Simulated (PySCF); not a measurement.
C3H6Si (triplet state).
Z-matrix (Å and degrees, GFN2-xTB geometry), rows numbered from 1:
```
C 
C   1  1.3498
Si  2  1.8380  1  123.87
C   3  1.9126  2  121.20  1    -0.44
H   1  1.0768  2  121.42  3   179.99
H   1  1.0766  2  122.21  3     0.14
H   2  1.0819  1  118.62  3   179.78
H   4  1.0875  3  110.76  2   -75.07
H   4  1.0875  3  109.63  2    44.25
H   4  1.0856  3  111.74  2   164.20
```

The hyperfine couplings belong to this conformer and change with its torsions.

The species is `C=C[Si]C` [triplet].

Method used: PySCF, UKS B3LYP, pcH-1 on C H Si, non-relativistic, mean-field spin-orbit, GIAO. One conformer (not necessarily the lowest) at the GFN2-xTB geometry, without solvent, vibrations or thermal averaging. This triplet need not be the ground state; the singlet was not compared here. The geometry wasn't refined by DFT: couplings that depend on bond lengths, twists or pyramidal angles can differ widely from those at the functional's own minimum, by a factor of two or more for some ions and for spin on atoms past the first row. The SCF solution wasn't tested for stability.

**Question.** What is the g tensor, term by term?

**Answer.** 
| Δg (ppm) | 1 | 2 | 3 |
| --- | --- | --- | --- |
| relativistic mass correction | -138 | -138 | -138 |
| gauge correction | 34 | 21 | 65 |
| orbital Zeeman/spin–orbit | -1051 | 767 | 902 |
| total | -1155 | 650 | 828 |

So g = 2.00116, 2.00297, 2.00315 and g_iso = 2.00243; the tensor is close to axial: the two nearest values differ by 9 % of g3 − g1. Axes: g2 points within 4° of the C1–C2 bond.

**Question.** At 94.056 GHz, how far is the centre of the isotropic spectrum from where a free electron (g = 2.002319) resonates, zero-field splitting left aside?

**Answer.** B = hν/(g μB) with μB/h = 13.99624 MHz/mT gives 3356.15 mT for the free electron and 3355.97 mT at g_iso, 0.18 mT lower.

**Question.** How much does each term add to the isotropic shift?

**Answer.** The orbital-Zeeman/spin–orbit term 206, the mass correction -138 and the gauge correction 40 ppm, for a total of 108 ppm. The orbital-Zeeman/spin–orbit term is the largest in size. The mass correction is the same along every axis, so the anisotropy comes from the other two: their spans along these axes are 44 (gauge) and 1952 ppm (orbital Zeeman/spin–orbit).

The largest Mulliken spin populations are on Si3 (+1.69), C1 (+0.36) and C2 (-0.12). The positive populations add up to 2.14 and the negative ones to -0.14, together 2S = 2.

The HOMO–LUMO gaps are 4.54 eV among the α and 4.53 eV among the β orbitals.

The run took 22 s on one thread of an Arm Neoverse V1, shared host.
